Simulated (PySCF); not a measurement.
C3H5, charge -1, singlet, at a GFN2-xTB geometry (in this run its highest filled SCF level lies above zero, so its values depend strongly on the basis, on diffuse functions most of all). Base run: PySCF with M062X/6-31G*.

Geometry (Å):
```xyz
8

C      1.3581     0.0231    -0.0032
C      0.0989     0.4587    -0.0172
H      2.0810     0.9193    -0.0377
H     -0.2940     1.5286    -0.0561
C     -1.0669    -0.5076     0.0207
H     -0.6980    -1.5344     0.0580
H     -1.7132    -0.3467     0.8995
H     -1.7163    -0.4121    -0.8654
```
Charge -1, spin multiplicity 1.
All else is at PySCF's defaults.

The base run was repeated with changes; each row names its change, and settings that it needs were set with it.

| change | E (Eh) | HOMO (eV) | HOMO-LUMO gap (eV) |
|---|---|---|---|
| base | -117.14223 | 0.85 | 8.50 |
| functional = wb97x | -117.16920 | -0.35 | 11.05 |
| functional = scan | -117.14208 | 3.05 | 4.44 |
| functional = b3lyp; dispersion = d4 | -117.21689 | 2.32 | 5.86 |
| functional = b97-1 | -117.16468 | 2.31 | 5.96 |
| functional = m06 | -117.10545 | 2.04 | 6.33 |
| functional = pbe; dispersion = d3bjm | -117.03981 | 3.39 | 3.88 |
| functional = blyp; dispersion = d3bj | -117.14113 | 3.55 | 3.94 |
| functional = tpss | -117.22844 | 3.21 | 4.22 |
| functional = blyp | -117.13245 | 3.55 | 3.94 |
| functional = pw91,pw91 | -117.14383 | 3.35 | 3.89 |
| functional = o3lyp | -117.16170 | 2.83 | 5.07 |
| functional = pbe0; dispersion = d3bj | -117.05812 | 2.05 | 6.29 |

Absolute energies of different levels of theory aren't comparable as measures of quality.
